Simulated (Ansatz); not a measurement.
`[OH][GeH]([Cl])[GeH3]` → `[Cl][GeH3]` + `[OH][GeH]` at 298.15 K and 1 bar (germylene formation by 1,1-elimination).

Gas-phase electronic energies from Ansatz, PBE0-D4/def2-TZVP geometries. CCSD(T)/CBS is the MP2 limit (def2-TZVPP, def2-QZVPP) plus CCSD(T) − MP2 in def2-TZVPP, frozen cores. For Ge outer-core shells are correlated without core-valence functions, which leaves a few kJ/mol of doubt a bond. Scalar relativity is left out up to krypton. One conformer a species, not always the lowest.

```tsv
species	CCSD(T)/CBS energy (Eh)	H − E (kJ/mol)	S (J/(mol·K))
`[OH][GeH]([Cl])[GeH3]`	-4690.25241	145.9	380.9
`[Cl][GeH3]`	-2537.71925	76.4	263.9
`[OH][GeH]`	-2152.47759	63.5	255.1
```

H − E and S are ideal-gas, rigid-rotor, harmonic terms from PBE0-D4/def2-TZVP, for one conformer and one mirror image of each species. 1 Eh = 2625.50 kJ/mol, R = 8.31446 J/(mol·K).

By hand: ΔE, ΔH, ΔS and ΔG.

ΔE = (-2537.71925) + (-2152.47759) − (-4690.25241) = 0.05557 Eh = 145.9 kJ/mol. Δ(H − E) = 76.4 + 63.5 − 145.9 = -6.0, so ΔH = 139.9 kJ/mol. ΔS = 263.9 + 255.1 − 380.9 = 138.1 J/(mol·K). ΔG = 139.9 − 298.15 × (138.1)/1000 = 98.7 kJ/mol.

By hand: the equilibrium constant, and the temperature at which ΔG would vanish if ΔH and ΔS stayed fixed.

log₁₀ K = −ΔG/(RT ln 10) = -17.3. ΔG = 0 at ΔH/ΔS = 1013 K.

The number of gas molecules changes by +1, which sets the sign of ΔS. A doubt of 5 kJ/mol in ΔE shifts log₁₀ K by 0.9 here. Other conformers and mirror images would add mixing entropy, several J/(mol·K) or more a flexible species. These are equilibria of isolated gas molecules and say nothing of rates. Largest T1 diagnostic: 0.016 (customary marks: 0.02 for closed shells, 0.045 for open ones).
